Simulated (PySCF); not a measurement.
Two species compared at the same levels of theory.

First species: CH₈AlAs.
Numbering: `[CH3:1][AsH2+:2][AlH3-:3]` (hydrogens: H4, H5, H6 on C1; H7, H8 on As2; H9, H10, H11 on Al3)

Cartesian coordinates in Å at the PBE0-D3(BJ)/def2-SVP level; atoms count from 1:
```xyz
11
CH8AlAs angstrom
C     -1.6765    0.5429    0.0327
As    -0.2312   -0.6957   -0.3596
Al     2.1214    0.1357    0.3332
H     -2.6496    0.1439   -0.2797
H     -1.4712    1.4862   -0.4911
H     -1.6788    0.7345    1.1142
H     -0.5194   -1.0267   -1.8064
H     -0.7735   -1.9716    0.2437
H      1.7523    0.3430    1.8818
H      3.0155   -1.1237   -0.0851
H      2.1164    1.4342   -0.6098
```

Second species: C2H10GeOSi2.
Cartesian coordinates in Å at the PBE0-D3(BJ)/def2-SVP level; atoms count from 1:
```xyz
16
C2H10GeOSi2 angstrom
C     -1.0579    1.6556   -1.3994
C     -0.8462    0.1697   -1.4932
O     -0.3260   -0.3567   -2.4502
Si    -1.3420   -0.9942   -0.0141
Si     0.6943   -1.6767    0.9223
Ge     1.9477    0.2890    1.4140
H     -0.5471    2.0481   -0.5039
H     -2.1299    1.8772   -1.2717
H     -0.6710    2.1514   -2.3008
H     -2.1622   -0.2817    1.0178
H     -2.1247   -2.1364   -0.5715
H      1.4352   -2.5195   -0.0651
H      0.4690   -2.4660    2.1737
H      1.1513    1.1829    2.3857
H      2.1817    1.0877    0.1165
H      3.3130   -0.0324    2.0480
```

Levels: B3LYP/def2-SVPD for dipole moment, HOMO energy, LUMO energy, HOMO–LUMO gap, static isotropic polarisability and electronic spatial extent ⟨r²⟩ about the centre of nuclear charge; TDDFT B3LYP/def2-SVPD for lowest singlet excitation; TDA B3LYP/def2-SVPD for lowest triplet excitation (Tamm–Dancoff); ΔSCF B3LYP/def2-SVPD for vertical ionisation energy; PBE0-D3(BJ)/def2-SVP for rotational constant A and rotational constant C. Geometries: PBE0-D3(BJ)/def2-SVP. Each structure is a single optimised conformer of the isolated species, non-relativistic unless stated; the electronic structure was computed with PySCF and density fitting.

The conformers computed, where there is a choice (atom-mapped SMILES and torsion angles):
- `[CH3:1][C:2](=[O:3])[SiH2:4][SiH2:5][GeH3:6]`: C1–C2–Si4–Si5 -108°, C2–Si4–Si5–Ge6 54°

Task: Which has the higher HOMO energy?

Result: The second: -6.78 eV against -7.52 eV, a difference of 0.74 eV.

Task: Which has the higher LUMO energy?

Result: The first: -0.73 eV against -1.63 eV, a difference of 0.90 eV.

Task: Which has the higher vertical ionisation energy?

Result: The first: 9.84 eV against 8.89 eV, a difference of 0.95 eV.

Task: Which has the higher rotational constant C?

Result: The first: 2.161 GHz against 0.648 GHz, a difference of 1.513 GHz.

Task: Which has the higher rotational constant A?

Result: The first: 10.254 GHz against 1.965 GHz, a difference of 8.289 GHz.

Task: Which has the higher T1 energy?

Result: The first: 5.74 eV against 2.91 eV, a difference of 2.83 eV.

Task: Which has the higher ⟨r²⟩?

Result: The second: 1755 bohr² against 608 bohr², a difference of 1147 bohr².

Task: Which has the higher HOMO–LUMO gap?

Result: The first: 6.79 eV against 5.15 eV, a difference of 1.64 eV.

On the first: The principal polarisabilities are 71.7, 78.6 and 96.3 au; their mean is the isotropic value. No computed singlet falls in the visible range (750 to 380 nm, 1.65 to 3.26 eV); S1 lies 2.71 eV above its blue end. Relativistic effects, spin–orbit coupling among them, are left out although an element past zinc is present.

On the second: The vertical singlet–triplet gap S1 − T1 is 0.61 eV (TDDFT singlet less Tamm–Dancoff triplet; S1: HOMO→LUMO, weight 0.97; T1: HOMO→LUMO, weight 0.97). In wavenumbers S1 is 28400 cm⁻¹ (1 eV = 8065.54 cm⁻¹). The calculation is non-relativistic and has no spin–orbit coupling, an omission that weighs most on germanium.
